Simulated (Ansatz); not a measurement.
`C=C=C(Cl)O[SiH3]` and `C=C=C([SiH3])Cl` differ in one atom or group.

Ansatz, PBE0-D4/def2-TZVP geometries, multiplicity 1. Each molecule was computed in one conformer, which needn't be the lowest.

```tsv
property	`C=C=C(Cl)O[SiH3]`
LUMO energy (PBE0/def2-TZVPP) / eV	-0.86
LUMO energy (ωB97M-V/def2-TZVPP) / eV	1.24
HOMO–LUMO gap (ωB97M-V/def2-TZVPP) / eV	10.28
HOMO energy (ωB97M-V/def2-TZVPP) / eV	-9.04
HOMO–LUMO gap (PBE0/def2-TZVPP) / eV	6.01
size of the dipole moment (ωB97M-V/def2-TZVPP) / D	0.74
```

Question: Give the same properties after the change, and the shifts. (Estimate.)

Answer: Computed: 
```json
{"property": "LUMO energy (PBE0/def2-TZVPP) / eV", "`C=C=C([SiH3])Cl`": "-0.92", "shift": "-0.06"}
{"property": "LUMO energy (ωB97M-V/def2-TZVPP) / eV", "`C=C=C([SiH3])Cl`": "1.20", "shift": "-0.04"}
{"property": "HOMO–LUMO gap (ωB97M-V/def2-TZVPP) / eV", "`C=C=C([SiH3])Cl`": "10.84", "shift": "0.56"}
{"property": "HOMO energy (ωB97M-V/def2-TZVPP) / eV", "`C=C=C([SiH3])Cl`": "-9.64", "shift": "-0.60"}
{"property": "HOMO–LUMO gap (PBE0/def2-TZVPP) / eV", "`C=C=C([SiH3])Cl`": "6.56", "shift": "0.55"}
{"property": "size of the dipole moment (ωB97M-V/def2-TZVPP) / D", "`C=C=C([SiH3])Cl`": "1.73", "shift": "0.99"}
```

With PBE0 the HOMO falls by 0.62 eV and the LUMO falls by 0.06 eV, so the gap widens by about 0.56 eV. PBE moves the HOMO by -0.62 eV and ωB97M-V by -0.60 eV. Dipoles are sizes alone; their direction can turn.
